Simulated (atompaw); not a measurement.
# What one change does to a pseudopotential (Cl, PAW (atompaw))

* Element: chlorine (Cl)
* Generator: atompaw 4.2.0.5
* Type: PAW
* Functional: PBE
* Relativity: non-relativistic
* Frozen core: [Ne]
* Valence charge: 7
* Reference configuration: 3s1.5 3p5.5
* Partial waves: 3s (bound): rc 1.60 bohr; 3s channel at -0.6 Ry: rc 1.20 bohr; 3p (bound): rc 1.60 bohr; 3p channel at 1.05 Ry: rc 1.60 bohr; 3d channel at 0.5 Ry: rc 1.60 bohr; 3d channel at 3.15 Ry: rc 1.60 bohr
* Local potential: vpsmatchnc scheme with l = 3 at 1 Ry, radius 1.50 bohr
* Core correction: smooth core density matched at 0.85 bohr
* Augmentation charge: besselshape compensation charge, radius 1.55 bohr; PAW radius 1.60 bohr; waves and projectors: custom polynom2 7 10 vanderbiltortho

All-electron outer shells of the reference configuration (PBE, non-relativistic, ld1.x):

```json
{"shell": "2p", "level (eV)": "-192.24", "outermost node (bohr)": "–", "outermost maximum (bohr)": "0.30"}
{"shell": "3s", "level (eV)": "-20.85", "outermost node (bohr)": "0.56", "outermost maximum (bohr)": "1.29"}
{"shell": "3p", "level (eV)": "-8.88", "outermost node (bohr)": "0.53", "outermost maximum (bohr)": "1.43"}
```

Change: all radii scaled by about 1.26 (s 2.02, p 2.02, d 2.02 bohr); local potential vpsmatchnc scheme with l = 3 at 1 Ry, radius 1.90 bohr; augmentation besselshape compensation charge, radius 1.96 bohr; PAW radius 2.02 bohr; waves and projectors: custom polynom2 7 10 vanderbiltortho; core correction smooth core density matched at 1.08 bohr.

Cutoffs: the cutoffs (Ry, on a coarse ladder) from which the occupation-weighted sum of valence levels, in a spherical-Bessel basis at the reference potential, stays within 10 and 1 mRy of its value at 400 Ry; they do not see the model core or the augmentation charge, which bear on the density cutoff.

Question: What does the change do?

Answer: The potential gets softer (18 Ry and 21 Ry → 15 Ry and 21 Ry); neither file shows a bound ghost. A larger radius leaves more room for a smooth pseudo-wave, so fewer plane waves are needed.

```tsv
quantity	base	changed
cutoff, loose	18 Ry	15 Ry
cutoff, tight	21 Ry	21 Ry
loose cutoff by channel (10 mRy a level)	s 6 Ry, p 15 Ry	s 8 Ry, p 15 Ry
bound ghosts	none	none
lowest overlap eigenvalue by channel	s 0.18, p 0.86, d 0.94	s 0.60, p 0.94, d 0.94
```

 The cutoffs see the waves, projectors and local potential, not the compensation charge or the core.
